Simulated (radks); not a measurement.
Removal energies from the nickel ion Ni2+, [Ar] 3d(3/2: 4, 5/2: 4), by Delta-SCF beside the eigenvalue of the level emptied. Calculated with a radial shooting solver on a logarithmic mesh with Libxc functionals: Dirac Kohn-Sham, BLYP, spin-unpolarised, spherical densities, finite nucleus; Fermi nuclear charge, rms radius of each element as measured or else 0.836 A^(1/3) + 0.57 fm. Sub-shells are occupied by j as written (lower j first in brackets).

removed from                             final configuration  Delta-SCF (eV)  -eigenvalue (eV)
3d5/2                                [Ar] 3d(3/2: 4, 5/2: 3)          37.343            28.272
3d3/2                                [Ar] 3d(3/2: 3, 5/2: 4)          37.615            28.518
3p3/2         [Ne] 3s2 3p(1/2: 2, 3/2: 3) 3d(3/2: 4, 5/2: 4)          100.32            90.249
3p1/2         [Ne] 3s2 3p(1/2: 1, 3/2: 4) 3d(3/2: 4, 5/2: 4)          102.59            92.460
